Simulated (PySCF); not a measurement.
A structure optimised at B3LYP-D3(BJ)/def2-SVP, used in a PySCF frequency run:

```xyz
5

V      0.0000     0.0000    -0.0387
O      0.0000     0.0000    -1.5841
F     -1.4034     0.8102     0.5023
F      1.4034     0.8102     0.5023
F      0.0000    -1.6205     0.5023
```

**Question.** Write its SMILES, formula and point group.

**Answer.** [O]=[V]([F])([F])[F], F3OV, C3v

**Question.** What are its rotational constants (standard atomic weights)?

**Answer.** 3.9049, 3.9049, 3.3768 GHz
